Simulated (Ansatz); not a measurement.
Isolated molecules relaxed with PBE0-D4/def2-TZVP in Ansatz; ΔE leaves out vibrations. CBS: MP2 limit from def2 TZ/QZ plus the TZ coupled-cluster correction, frozen cores. Functionals use def2-TZVPP. B3LYP here is the variant with VWN-RPA as its local correlation; programs differ in this. def2 core potentials past Kr. For Ge, Sn outer-core shells are correlated without core-valence functions, which leaves a few kJ/mol of doubt a bond. Scalar relativity is left out up to krypton. One conformer a species, not always the lowest.

Consider the redistribution: `[CH3][Sn]([OH])([Cl])[Cl]` + `OC(=S)[O][GeH3]` → `[OH][Sn]([OH])([Cl])[Cl]` + `CC(=S)[O][GeH3]`.

`[CH3][Sn]([OH])([Cl])[Cl]`:

Cartesian coordinates in Å:
```
C -1.008 0.183 -1.123
Sn 0.560 -0.085 0.261
O -0.149 -0.078 2.071
Cl 1.701 -2.083 -0.039
Cl 2.177 1.573 0.133
H -1.444 1.168 -0.967
H -0.604 0.104 -2.131
H -1.755 -0.591 -0.954
H 0.521 -0.191 2.750
```

`OC(=S)[O][GeH3]`:

```xyz
9

O     0.115    1.399   -0.399
C     1.116    0.505   -0.432
S     2.627    0.876   -0.933
O     0.729   -0.668   -0.020
Ge   -0.987   -1.005    0.529
H     0.479    2.237   -0.717
H    -1.920   -0.744   -0.654
H    -0.880   -2.486    0.890
H    -1.278   -0.114    1.737
```

`[OH][Sn]([OH])([Cl])[Cl]`:

```xyz
7

O     0.796   -0.443    1.355
Sn   -0.198   -0.171   -0.287
O     0.482    1.457   -1.070
Cl    0.105   -1.867   -1.795
Cl   -2.443   -0.033    0.199
H     0.312   -0.940    2.020
H     0.946    1.996   -0.422
```

`CC(=S)[O][GeH3]`:

```xyz
11

C    -0.024   -0.030   -1.417
C    -1.064   -0.551   -0.473
S    -2.441   -1.262   -0.964
O    -0.809   -0.406    0.821
Ge    0.647    0.352    1.591
H     0.130    1.043   -1.258
H     0.934   -0.531   -1.240
H    -0.324   -0.195   -2.447
H     0.331    0.204    3.077
H     0.728    1.817    1.143
H     1.891   -0.440    1.166
```

```csv
level,ΔE (eV)
PBE-D4,0.30
B3LYP-D4,0.27
ωB97X-V,0.30
PBE0,0.35
CCSD(T)/def2-TZVPP,0.24
MP2/def2-QZVPP,0.20
SCS-MP2/def2-QZVPP,0.17
CCSD/CBS(def2),0.20
```

Question: What does CCSD(T)/CBS give? (Estimate.)

Answer: The calculation gave: +0.18 eV. The listed levels differ from it by 0.12, 0.09, 0.12, 0.17, 0.06, 0.02, -0.01, 0.02 eV.

Largest T1 diagnostic among the species: 0.015.

In def2-TZVPP, CCSD(T) changes the Hartree–Fock value by −0.10 eV (the triples alone add −0.02 eV) and MP2 by −0.09 eV. From PBE to PBE0 (25 % exact exchange), in def2-TZVPP and without D4, ΔE moves by +0.03 eV.
